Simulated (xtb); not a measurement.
Cd(H)(SeH) (CdH2Se), SMILES [SeH][CdH]. All values are semi-empirical tight-binding results from xtb (GFN2-xTB unless named), good for trends rather than for accurate numbers. The structure is a stationary point at GFN2-xTB.

For metal compounds this method's bond lengths and energies can be far off.

| Quantity | Value |
|---|---|
| point group as xtb finds it | Cs |
| orbital gap | 4.09 eV |
| zero-point energy | 6.6 kcal/mol |
| G − E(el) at 298.15 K (modified RRHO) | -11.5 kcal/mol |
